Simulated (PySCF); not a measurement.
## LDA on Ni²³⁺ (nickel, charge +23)

Configuration: [He] 2s2 2p1, 2P determinant. Computed with PySCF 2.14 in an uncontracted even-tempered set (17 s from 5.1 bohr⁻², ratio 2.2; 11 p from 6.6 bohr⁻², ratio 2.2; 6 d from 28 bohr⁻², ratio 2.4; 5 f from 42 bohr⁻², ratio 2.4; 4 g from 63 bohr⁻², ratio 2.4), with no relativity, point nucleus.

```json
{"Total energy": "-1011.961 hartree", "One-electron energy": "-1076.193 hartree", "Hartree (Coulomb) energy": "87.752 hartree", "Exchange-correlation energy": "-23.521 hartree", "Kinetic energy": "1011.54605 hartree", "⟨S²⟩": "0.7500", "⟨L²⟩": "2.000", "Sum of ⟨r⟩": "0.7630 bohr", "Sum of ⟨r²⟩": "0.1768 bohr²", "Traceless quadrupole moment −½Σ⟨3z² − r²⟩ along its main axis": "-0.0181 e·bohr²", "Density at the nucleus (Gaussians lack the cusp)": "14800 bohr⁻³", "Spin density at the nucleus": "-1.73 bohr⁻³"}
```

| shell | electrons | mean orbital energy (eV) | rms radius, mean of both spins (bohr) |
| --- | --- | --- | --- |
| 1s α | 1 | -9545.1 | 0.0632 |
| 1s β | 1 | -9537.7 | 0.0632 |
| 2s α | 1 | -2117.9 | 0.248 |
| 2s β | 1 | -2106.2 | 0.248 |
| 2p α | 1 | -2051.7 | 0.214 |
